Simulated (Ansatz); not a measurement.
`F[SiH](F)[SiH](Cl)Cl` + `CC[SiH2]C` → `CC[SiH](Cl)Cl` + `C[SiH2][SiH](F)F`  (redistribution)

Isolated molecules relaxed with PBE0-D4/def2-TZVP in Ansatz; ΔE leaves out vibrations. CBS: MP2 limit from def2 TZ/QZ plus the TZ coupled-cluster correction, frozen cores. Each species was taken in one conformer, which may not be the lowest.

| species | CCSD(T)/CBS(def2) energy (Eh) |
| --- | --- |
| `F[SiH](F)[SiH](Cl)Cl` | -1698.73569 |
| `CC[SiH2]C` | -409.27248 |
| `CC[SiH](Cl)Cl` | -1288.47184 |
| `C[SiH2][SiH](F)F` | -819.54558 |

Q: Work out ΔE.

A: ΔE = (-1288.47184) + (-819.54558) − (-1698.73569) − (-409.27248) = -0.00925 Eh = -24.3 kJ/mol.

Largest T1 diagnostic among the species: 0.012.

Leaving LDA and LC-ωPBE aside and taking each functional with its dispersion term where it has one, the values, not all of them listed here, spread over 5.0 kJ/mol, from PBE-QIDH to BLYP-D4. At CCSD(T), def2-SVP lies −4.7 kJ/mol from the extrapolated value and def2-TZVPP −0.6 kJ/mol.
